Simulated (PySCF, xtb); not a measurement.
C2H6GeN2, SMILES [CH2]1N=[CH][Ge@@H]1[NH2].

GFN2-xTB (xtb) at its own geometry gives an orbital gap of 3.21 eV and a dipole moment of 2.39 D.

The structure is a stationary point at TPSSh-D3(BJ)/def2-SVP. The structure was generated by enumeration; whether it is a known compound was not checked. One conformer was computed; it need not be the lowest.

Q: What does HF/def2-TZVP in PySCF give? (Estimate from the structure and the level; the computed values follow.)

A: gap 12.79 eV (levels -9.99 and 2.81 eV), dipole 2.71 D.
